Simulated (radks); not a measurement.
Results of a calculation; reference values are marked as such.
Spin polarisation of the 4f7 shell in the europium ion Eu2+. Start: [Xe] 4f(up 3.5, down 3.5); electrons of 4f are moved from spin down to spin up, other shells keep equal spins. Level of theory: scalar-relativistic Kohn-Sham, BLYP, spin-polarised, spherical densities, point nucleus (a radial shooting solver on a logarithmic mesh with Libxc functionals).

moment (Bohr magnetons),E - E(0) (eV),e(4f up) (eV),e(4f down) (eV),5p down minus up (eV),5s down minus up (eV)
0,0.000,-16.018,-16.018,0.000,0.000
1,-0.171,-16.343,-15.659,0.319,0.430
2,-0.684,-16.631,-15.265,0.638,0.860
3,-1.537,-16.880,-14.837,0.957,1.288
4,-2.727,-17.088,-14.375,1.277,1.717
5,-4.250,-17.251,-13.878,1.596,2.143
6,-6.101,-17.364,-13.343,1.916,2.568
7,-8.272,-17.421,-12.767,2.236,2.991

At moment 7 the spin-polarisation energy is -8.272 eV and the 4f exchange splitting 4.653 eV, that is 0.665 eV per Bohr magneton; E = -I m^2/4 would give I = 0.675 eV.
